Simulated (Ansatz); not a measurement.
```xyz
9

F     0.006   -2.107   -0.552
B     0.093   -0.810   -0.261
Al    1.791    0.341   -0.971
Si   -1.409    0.034    0.849
H     3.105    0.479   -0.083
H     1.722    1.135   -2.350
H    -2.073    1.069    0.002
H    -2.445   -0.901    1.368
H    -0.790    0.759    1.998
```

Charge 0, multiplicity 1.

**Question.** List the PBE/def2-TZVPP orbital energies in eV (Ansatz). (Estimate.)

**Answer.** The calculation gave: Occupied: -1779.32, -1506.64, -660.80, -178.83, -137.14, -106.93, -93.87, -93.86, -93.84, -69.08, -68.79, -68.78, -30.67, -14.07, -13.13, -11.37, -11.37, -10.29, -8.81, -8.54, -8.32, -7.33, -5.70. Lowest empty: -3.02, -2.75, -0.17, -0.05, 0.37, 0.69, 0.83, 1.12.
